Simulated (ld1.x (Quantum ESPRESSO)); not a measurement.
**platinum: excitation energies, all-electron against RRKJ**

ld1.x (Quantum ESPRESSO) 7.5 input, shortened:

```
&input
   title='Pt', zed=78., rel=0, dft='PZ', iswitch=3,
   config='[Xe] 4f14 5d9 6s1 6p0'
 /
 &inputp
   pseudotype=2, tm=.false., rho0=0.01, lloc=0,
   nlcc=.false.
 /
3
6P  2  1   0.00   0.00  3.85  3.85  0.0
5D  3  2   9.00   0.00  1.35  1.35  0.0
6S  1  0   1.00   0.00  2.55  2.55  0.0
 &test
   configts(1)='5d9 6s1 6p0'
 /
```

Energies are relative to the spin-unpolarised reference configuration 5d9 6s1 6p0; without spin polarisation the order of configurations can differ from experiment. Spin-polarised rows fill each open shell by Hund’s rule, majority spin first.

**Question.** Give the all-electron excitation energy and the error of the potential for: 5d9 6s0 6p0; 5d8 6s0 6p0; 5d7 6s0 6p0; 5d9 6s0 6p1; 5d8 6s1 6p1; 5d10 6s0 6p0; 5d8 6s1 6p0; 5d9 6s1 6p0 (spin-polarised); 5d9 6s0 6p0 (spin-polarised).

**Answer.**

```tsv
valence configuration	charge	ΔE all-electron (eV)	error AE − PS (meV)
5d9 6s0 6p0	+1	7.522	-1.9
5d8 6s0 6p0	+2	28.383	-62
5d7 6s0 6p0	+3	61.750	-367
5d9 6s0 6p1	0	3.504	-0.5
5d8 6s1 6p1	0	7.869	-105
5d10 6s0 6p0	0	-2.293	-72
5d8 6s1 6p0	+1	12.600	-75
5d9 6s1 6p0 (spin-polarised)	0	-0.345	+99
5d9 6s0 6p0 (spin-polarised)	+1	7.394	+86
```
